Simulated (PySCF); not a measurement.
CH₇NOSi₂, SMILES C1N[SiH2]O[SiH2]1.

Geometry optimised at PBE0-D3(BJ)/def2-SVP. The structure was generated by enumeration, and PubChem lists no compound with its InChIKey, so it may never have been made. The values are those of a single conformer.

Two levels are set side by side: TDA-PBE/def2-SVPD (PySCF) and TDA-B3LYP/def2-SVPD (PySCF). Vertical, same geometry. The lowest singlet is HOMO→LUMO 100 % with PBE and HOMO→LUMO 95 % with the other functional; states are paired by order. Differences are taken from unrounded values.

```tsv
quantity	TDA-PBE
lowest singlet excitation (eV)	4.82
lowest triplet excitation (TDA) (eV)	4.72
```

These are the TDA-PBE values. What does TDA-B3LYP give? (Estimate from the structure and the level; the computed values follow.)


```
quantity                              TDA-B3LYP  TDA-PBE minus TDA-B3LYP
------------------------------------  ---------  -----------------------
lowest singlet excitation (eV)             5.56                    -0.75
lowest triplet excitation (TDA) (eV)       5.41                    -0.69
```

A lower first singlet is the usual sign of a functional without exact exchange. Differences between two approximate levels are no errors against the true value.

Rough cost on one machine, each run with all the roots and properties that it gave: TDA-B3LYP against TDA-PBE about 2 times.
